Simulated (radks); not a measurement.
Mo5+, configuration [Kr] 4d1 (the NIST ground configuration).

Calculated with a radial shooting solver on a logarithmic mesh with Libxc functionals: scalar-relativistic Kohn-Sham, r2SCAN, spin-unpolarised, spherical densities, finite nucleus; meta-GGA in the generalised Kohn-Sham scheme; Fermi nuclear charge, rms radius 4.4091 fm.

Energy parts (hartree):
| part | energy |
|---|---|
| total | -4043.96148 |
| kinetic | 4170.07131 |
| electron-nucleus | -9655.53970 |
| Hartree | 1563.41002 |
| exchange-correlation | -121.90312 |

Orbitals (lengths in bohr, moments of r in powers of bohr; r(max) is where P^2 peaks):
[
 {"orbital": "1s", "occ.": "2", "eigenvalue (hartree)": "-732.5121", "<1/r>": "43.54", "r(max)": "0.02287"},
 {"orbital": "2s", "occ.": "2", "eigenvalue (hartree)": "-106.0343", "<1/r>": "9.821", "r(max)": "0.1295"},
 {"orbital": "2p", "occ.": "6", "eigenvalue (hartree)": "-94.96135", "<1/r>": "9.532", "r(max)": "0.1036"},
 {"orbital": "3s", "occ.": "2", "eigenvalue (hartree)": "-20.27134", "<1/r>": "3.378", "r(max)": "0.3829"},
 {"orbital": "3p", "occ.": "6", "eigenvalue (hartree)": "-16.60651", "<1/r>": "3.208", "r(max)": "0.3767"},
 {"orbital": "3d", "occ.": "10", "eigenvalue (hartree)": "-10.66616", "<1/r>": "2.971", "r(max)": "0.3232"},
 {"orbital": "4s", "occ.": "2", "eigenvalue (hartree)": "-4.75016", "<1/r>": "1.259", "r(max)": "0.9795"},
 {"orbital": "4p", "occ.": "6", "eigenvalue (hartree)": "-3.72644", "<1/r>": "1.140", "r(max)": "1.051"},
 {"orbital": "4d", "occ.": "1", "eigenvalue (hartree)": "-2.21388", "<1/r>": "0.9107", "r(max)": "1.237"}
]

The highest occupied level is 4d at -60.243 eV. The electron density at the nucleus is 9.263e+04 e/bohr^3 (large components only). For comparison, the ionisation energy in NIST's Atomic Spectra Database is 68.827 eV (measured). In exact Kohn-Sham theory the highest level is minus the ionisation energy, but local and semilocal functionals leave it too shallow, through self-interaction and a potential that decays too fast; potentials with the right tail come closer.

Beside tabulated values, note that spin-unpolarised runs miss the spin-polarisation part of the exchange energy of open shells.
